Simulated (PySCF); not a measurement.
**Core-level binding energies of `C=CC[N@@H+](C)[AlH3-]`**

Compound: C4H12AlN.
Z-matrix (Å and degrees, PBE0-D3(BJ)/def2-SVP geometry), rows numbered from 1:
```
C 
C   1  1.3337
C   2  1.4973  1  123.51
N   3  1.4801  2  114.13  1   111.93
C   4  1.4669  3  114.08  2    66.85
Al  4  2.0644  3  110.07  2  -167.13
H   1  1.0953  2  121.27  3     0.61
H   1  1.0931  2  121.65  3   179.89
H   2  1.0966  1  119.11  3  -179.74
H   3  1.1023  2  111.34  1  -127.35
H   3  1.1007  2  110.23  1    -8.78
H   4  1.0233  3  107.53  2   -53.63
H   5  1.1009  4  112.44  3   -59.51
H   5  1.0981  4  109.06  3   179.14
H   5  1.0994  4  108.71  3    61.51
H   6  1.6104  4   99.28  3    58.81
H   6  1.6098  4  100.01  3   178.93
H   6  1.6098  4   99.36  3   -60.88
```

Method used: PySCF 2.14.0, delta-SCF UKS SCAN, pcX-2 on the ionised atom, pcseg-1 elsewhere, spin-free X2C. Each binding energy is the total energy of the core-ionised species, with the hole localised on one atom, minus that of the ground state; both are solved self-consistently, so orbital relaxation is included.

Problem. What binding energy does each computed site have?

Solution. 
```
atom(s)                 bonded to  level  binding energy (eV)  above the level's lowest (eV)  count
    Al6                 N and 3 H  Al 1s              1565.20                           0.00      1
     N4             2 C, H and Al   N 1s               406.57                           0.00      1
     C5                 N and 3 H   C 1s               292.29                          +1.36      1
     C3              N, C and 2 H   C 1s               292.28                          +1.35      1
     C2  C (double bond), C and H   C 1s               291.24                          +0.31      1
     C1   C (double bond) and 2 H   C 1s               290.93                           0.00      1
```

The listed C 1s values span 1.36 eV, from C1 (bonded to C (double bond) and 2 H) to C5 (bonded to N and 3 H). The values 292.28 and 292.29 eV lie too close for their order to be trusted.

Problem. Which photon wavelength matches the N 1s of N4 threshold?

Solution. λ = hc/E = 12398.42 eV Å / 406.57 eV = 30.495 Å.

Problem. Express the binding energy of N 1s of N4 in atomic units and per mole.

Solution. 406.57 eV = 14.9412 Eh = 39228 kJ/mol.

Geometry: PBE0-D3(BJ)/def2-SVP, one conformer, isolated molecule.
